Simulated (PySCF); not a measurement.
**Kr²⁺: ionisation energy**

Kr²⁺ [Ar] 3d10 4s2 4p4 (3P) → Kr³⁺ [Ar] 3d10 4s2 4p3 (4S), as a difference of total energies. All numbers are calculated (PySCF 2.14, scalar relativity through the core potential, in aug-cc-pwCVDZ-PP with ECP10MDF). Correlated levels: valence: 3s2 3p6 3d10 frozen. The calculations carry no spin-orbit coupling.

```tsv
method	ionisation energy (eV)	difference from reference (eV)
UHF	34.260	-1.578
MP2 (valence)	34.717	-1.121
SCS-MP2 (valence)	34.743	-1.095
CCSD (valence)	34.741	-1.097
CCSD(T) (valence)	34.753	-1.085
```

Reference: 35.838 ± 0.02 eV (measured; NIST Atomic Spectra Database, ionization energies).

The reference lies between the lowest fine-structure levels, while these numbers refer to the centres of the terms.

Errors of the correlated levels include the incompleteness of this basis and the frozen core.
